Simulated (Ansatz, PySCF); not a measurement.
Gas-phase reaction (SMILES): F[SiH3] -> F[SiH2] + H atom; the H-Si bond at the site shown breaks (other sites are not compared here).

Geometries: B3LYP-D3(BJ)/def2-TZVP minima from Ansatz (a first-principles code). Valence correlation only, unless marked. Open shells are spin-unrestricted. Spin-orbit coupling is left out. Non-relativistic. Basis-set limits of correlation are two-point, X^-3; Hartree-Fock from the larger set (for Q and 5 zeta extrapolated as (X+1)exp(-9√X)). Thermal terms are rigid-rotor harmonic-oscillator values from B3LYP-D3(BJ) frequencies (Ansatz or PySCF) at 298.15 K and 1 atm. 1 Eh = 627.5095 kcal/mol. Atoms have translation alone. Electronic entropy comes from spin alone.

```json
[
 {"species": "F[SiH3]", "E, CCSD(T)/CBS(cc-pV(Q+d)Z,cc-pV(5+d)Z) (Ansatz) (Eh)": "-390.72008", "E, PBE-D3(BJ)/def2-TZVPD (Ansatz + dftd3) (Eh)": "-390.98852", "H - E (Eh)": "0.03157", "G - E (Eh)": "0.00450"},
 {"species": "F[SiH2]", "E, CCSD(T)/CBS(cc-pV(Q+d)Z,cc-pV(5+d)Z) (Ansatz) (Eh)": "-390.06183", "E, PBE-D3(BJ)/def2-TZVPD (Ansatz + dftd3) (Eh)": "-390.34184", "H - E (Eh)": "0.02153", "G - E (Eh)": "-0.00685"},
 {"species": "H atom", "E, CCSD(T)/CBS(cc-pV(Q+d)Z,cc-pV(5+d)Z) (Ansatz) (Eh)": "-0.50000", "E, PBE-D3(BJ)/def2-TZVPD (Ansatz + dftd3) (Eh)": "-0.49962", "H - E (Eh)": "0.00236", "G - E (Eh)": "-0.01065"}
]
```

Question: Work out ΔE and ΔH, ΔG, ΔS and the equilibrium constant at 298.15 K at the first level, then ΔH at the second.

Answer: 
1. ΔE = [(-390.06183) + (-0.50000)] - [(-390.72008)] = 0.15825 Eh = 99.3 kcal/mol at CCSD(T)/CBS(cc-pV(Q+d)Z,cc-pV(5+d)Z).
2. The terms H - E add up to -0.00768 Eh, so ΔH = (0.15825 + (-0.00768))×627.5095 = 94.5 kcal/mol.
3. The terms G - E add up to -0.02200 Eh, so ΔG = 85.5 kcal/mol, and ΔS = (-0.00768 - (-0.02200))×627509.5/298.15 = 30.1 cal/(mol K).
4. log10 K = -ΔG/(RT ln 10) = -62.7, with RT ln 10 = 1.3642 kcal/mol.
5. With ΔH and ΔS taken as constant, ΔG changes sign near ΔH/ΔS = 3140 K, a rough figure that leaves out heat capacities.
6. At PBE-D3(BJ)/def2-TZVPD the same steps give ΔE = 92.3 and ΔH = 87.5 kcal/mol, a shift of -7.0 from the first level.
7. These values are not checked against measurement here, since the tables used lack a sound gas-phase enthalpy of formation for at least one species.
